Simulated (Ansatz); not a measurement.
## Cost against result

Saddle point of SiH₆ClOF, singlet (SiH₃F ([F][SiH3]) + HCl + H₂O → SiH₂ClF ([F][SiH2][Cl]) + H₂O + H₂; bonds formed: Si1–Cl5, H2–H8, O9–H10; bonds broken: Si1–H2, Cl5–H10, H8–O9), PBE0-D4/def2-TZVP structure:

| atom | x (Å) | y (Å) | z (Å) |
| --- | --- | --- | --- |
| Si1 | -0.8145 | 0.5206 | -0.7999 |
| H2 | 0.3860 | -0.5893 | -0.9252 |
| H3 | -1.4737 | -0.3159 | -1.8567 |
| H4 | -1.2093 | 1.8777 | -1.2454 |
| Cl5 | 0.8756 | 1.6834 | 0.3496 |
| H6 | 0.4960 | -1.2741 | 1.6713 |
| F7 | -1.5327 | 0.0309 | 0.5567 |
| H8 | 0.7396 | -0.9101 | -0.0031 |
| O9 | 1.2171 | -1.0153 | 1.0794 |
| H10 | 1.3159 | -0.0077 | 1.1731 |

Barriers are electronic and count from the start structure reached by relaxing down the imaginary mode.

Computed with Ansatz 0.2.0 (basis: as named in each row); correlated methods freeze the cores. B3LYP uses VWN-RPA correlation. Extrapolation: Hartree–Fock as exp(−7.88 √X), correlation as X^−2.97.

Times are rough, for one single point on 4 threads of a shared host (Arm Neoverse V1).

The estimate by CCSD(T) at an estimated basis limit (MP2 extrapolated from triple and quadruple zeta, plus CCSD(T) − MP2 in triple zeta) is 158.4 kJ/mol.

```json
{"method": "HF", "basis": "STO-3G", "time (s)": "under 1", "barrier (kJ/mol)": "245.9", "method less estimate": "87.4"}
{"method": "PBE-D4", "basis": "STO-3G", "time (s)": "under 1", "barrier (kJ/mol)": "81.8", "method less estimate": "-76.6"}
{"method": "SPW92", "basis": "def2-SVP", "time (s)": "under 1", "barrier (kJ/mol)": "65.4", "method less estimate": "-93.0"}
{"method": "B3LYP-D4", "basis": "6-31G", "time (s)": "under 1", "barrier (kJ/mol)": "178.7", "method less estimate": "20.3"}
{"method": "PBE-D4", "basis": "def2-SVP", "time (s)": "under 1", "barrier (kJ/mol)": "107.4", "method less estimate": "-51.0"}
{"method": "PBE0-D4", "basis": "def2-SVP", "time (s)": "under 1", "barrier (kJ/mol)": "127.6", "method less estimate": "-30.8"}
{"method": "SPW92", "basis": "def2-TZVPP", "time (s)": "1", "barrier (kJ/mol)": "74.4", "method less estimate": "-84.1"}
{"method": "PBE-D4", "basis": "def2-TZVPP", "time (s)": "2", "barrier (kJ/mol)": "114.6", "method less estimate": "-43.8"}
{"method": "BLYP-D4", "basis": "def2-TZVPP", "time (s)": "2", "barrier (kJ/mol)": "138.6", "method less estimate": "-19.8"}
{"method": "B3LYP-D4", "basis": "def2-TZVPP", "time (s)": "2", "barrier (kJ/mol)": "150.2", "method less estimate": "-8.3"}
{"method": "BHLYP-D4", "basis": "def2-TZVPP", "time (s)": "2", "barrier (kJ/mol)": "170.2", "method less estimate": "11.8"}
{"method": "PBE0-D4", "basis": "def2-TZVPP", "time (s)": "3", "barrier (kJ/mol)": "131.3", "method less estimate": "-27.1"}
{"method": "CAM-B3LYP-D4", "basis": "def2-TZVPP", "time (s)": "3", "barrier (kJ/mol)": "156.4", "method less estimate": "-2.0"}
{"method": "CCSD(T)", "basis": "def2-SVP", "time (s)": "3", "barrier (kJ/mol)": "181.7", "method less estimate": "23.3"}
{"method": "r2SCAN-D4", "basis": "def2-TZVPP", "time (s)": "4", "barrier (kJ/mol)": "121.9", "method less estimate": "-36.5"}
{"method": "wB97M-V", "basis": "def2-SVP", "time (s)": "4", "barrier (kJ/mol)": "139.5", "method less estimate": "-18.9"}
{"method": "r2SCAN0-D4", "basis": "def2-TZVPP", "time (s)": "4", "barrier (kJ/mol)": "135.1", "method less estimate": "-23.3"}
{"method": "B2PLYP", "basis": "def2-TZVPP", "time (s)": "4", "barrier (kJ/mol)": "160.0", "method less estimate": "1.6"}
{"method": "RPA on PBE", "basis": "def2-TZVPP", "time (s)": "4", "barrier (kJ/mol)": "168.2", "method less estimate": "9.8"}
{"method": "PBE-QIDH", "basis": "def2-TZVPP", "time (s)": "4", "barrier (kJ/mol)": "147.4", "method less estimate": "-11.0"}
{"method": "wB97X-V", "basis": "def2-TZVPP", "time (s)": "6", "barrier (kJ/mol)": "153.8", "method less estimate": "-4.6"}
{"method": "B97M-V", "basis": "def2-TZVPP", "time (s)": "7", "barrier (kJ/mol)": "136.0", "method less estimate": "-22.4"}
{"method": "wB97M-V", "basis": "def2-TZVPP", "time (s)": "8", "barrier (kJ/mol)": "147.6", "method less estimate": "-10.8"}
{"method": "MP2", "basis": "def2-QZVPP", "time (s)": "18", "barrier (kJ/mol)": "153.6", "method less estimate": "-4.8"}
{"method": "CCSD(T)", "basis": "def2-TZVPP", "time (s)": "100", "barrier (kJ/mol)": "164.3", "method less estimate": "5.9"}
```

All methods are single points on the PBE0-D4 structures.

T1 diagnostic: at most 0.011.

Labels in which every atom is bracketed show which atoms are joined, not bond orders.
